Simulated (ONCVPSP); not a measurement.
# Which change was made? (Ru, ONCV)

```json
{"Element": "Ru", "Generator": "ONCVPSP 4.0.1", "Type": "optimised norm-conserving Vanderbilt (ONCV)", "Functional": "LDA (Perdew-Zunger)", "Relativity": "fully relativistic", "Frozen core": "[Ar] 3d10", "Valence charge": "16", "Reference configuration": "4s2 4p6 4d7 5s1", "Partial waves": "4s+5s: rc 1.70 bohr, ncon 5, nbas 8, qcut 5.5 1/bohr, 3 projectors, debl 3.3 Ha; 4p: rc 1.90 bohr, ncon 4, nbas 8, qcut 6.4 1/bohr, 2 projectors, debl 1.5 Ha; 4d: rc 1.60 bohr, ncon 3, nbas 6, qcut 5.5 1/bohr, local", "Local potential": "the d channel", "Core correction": "Teter function, fcfact 2.75, rcfact 1.65"}
```

Open shells are filled in proportion to 2j + 1.

In the p channel the program set the typed energies aside and used -1.670, 0.250 Ha (j = l + 1/2; the other j can differ).

Cutoffs, loose and tight: the cutoffs (Ha) at which the residual kinetic energy of the hardest occupied pseudo-wave falls to 1 and 0.1 mHa per electron. They do not see the model core or the augmentation charge, which bear on the density cutoff. Test errors are all-electron minus pseudo excitation energies from the reference, over the configurations 4s2 4p6 4d7 5s0; 4s2 4p6 4d6 5s0; 4s2 4p6 4d5 5s0; 4s2 4p6 4d6 5s1; variants that change the core or the reference have their own tests.

The base gives: outcome: generated, projector energies reset by the program, misses its reference levels by 0.19 eV; cutoff, loose: 46 Ha; cutoff, tight: 74 Ha; bound ghosts: p3/2, p1/2; GHOST(+) flags above zero: s; largest test error (meV): -31.

Q: After one change the result is: outcome: generated, projector energies reset by the program, misses its reference levels by 0.20 eV; cutoff, loose: 68 Ha; cutoff, tight: 84 Ha; bound ghosts: none; GHOST(+) flags above zero: s, p1/2; largest test error (meV): -5.5. Which change was it?
A. d: ncon 5, nbas 8
B. core correction Teter function, fcfact 2.75, rcfact 1.94
C. reference 4s2 4p6 4d7 5s0.5
D. all radii but the core radius scaled by about 0.93 (s 1.58, p 1.76, d 1.48 bohr)

A: A. The others give: all radii but the core radius scaled by about 0.93 (s 1.58, p 1.76, d 1.48 bohr) → outcome: generated, projector energies reset by the program, misses its reference levels by 0.19 eV; cutoff, loose: 56 Ha; cutoff, tight: 87 Ha; bound ghosts: p3/2, p1/2; GHOST(+) flags above zero: s; largest test error (meV): -20 | reference 4s2 4p6 4d7 5s0.5 → outcome: generated, projector energies reset by the program, misses its reference levels by 0.20 eV; cutoff, loose: 46 Ha; cutoff, tight: 75 Ha; bound ghosts: p3/2, p1/2; GHOST(+) flags above zero: s; largest test error (meV): -9.1 | core correction Teter function, fcfact 2.75, rcfact 1.94 → outcome: generated, projector energies reset by the program, misses its reference levels by 0.19 eV; cutoff, loose: 46 Ha; cutoff, tight: 74 Ha; bound ghosts: p3/2, p1/2; GHOST(+) flags above zero: s; largest test error (meV): -44.
